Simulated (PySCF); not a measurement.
Isomers of C5H7F2NO, one GFN2-xTB conformer each. Single-point energies are computed at PBE0/def2-SVPD (PySCF, gas phase, no added dispersion term), electronic only.

Question: Rank them by PBE0/def2-SVPD energy, lowest first (kcal/mol).
A. `[CH3:1]/[C:2]([CH2:3][CH:4]([F:5])[F:6])=[N:7]\[CH:8]=[O:9]` with C1–C2–C3–C4 90°, C2–C3–C4–F5 174°, C2–N7–C8–O9 -82°
B. `[F:1][CH:2]([F:3])[O:4][C:5]1=[CH:6][CH2:7][NH:8][CH2:9]1` with F1–C2–O4–C5 168°, C2–O4–C5–C6 11°, C5–C6–C7–N8 -13°, C6–C7–N8–C9 21°, C7–N8–C9–C5 -21°, O4–C5–C9–N8 -168°
C. `[CH3:1][C@@H:2]([C:3]#[N:4])[O:5][C@@H:6]([F:7])[CH2:8][F:9]` with C1–C2–O5–C6 163°, C2–O5–C6–F7 73°, O5–C6–C8–F9 86°

Answer: A (0.0), B (8.7), C (18.1).

As drawn, the lowest has a C=O bond, a C=N bond and a C(=O)–N unit, which the highest lacks; the highest has a C≡N group, which the lowest lacks. GFN2-xTB itself gives, in the same order: 0.0, 2.1, 18.8. Both levels put the same isomer lowest; measured from each level's own lowest isomer, the values differ by up to 6.6 kcal/mol (FC(F)OC1=CCNC1: 2.1 against 8.7).

Question: Which frontier levels, dipoles and rotational constants go with these structures?

Answer: 
```tsv
SMILES	HOMO (eV, PBE0/def2-SVPD)	LUMO (eV)	dipole (D)	A, B, C (MHz)
C/C(CC(F)F)=N\C=O	-7.64	-1.29	3.80	3006, 799.7, 753.8
FC(F)OC1=CCNC1	-6.92	0.31	1.84	4352, 888.4, 784.9
C[C@@H](C#N)O[C@@H](F)CF	-9.59	0.01	3.29	2768, 982.5, 758.3
```
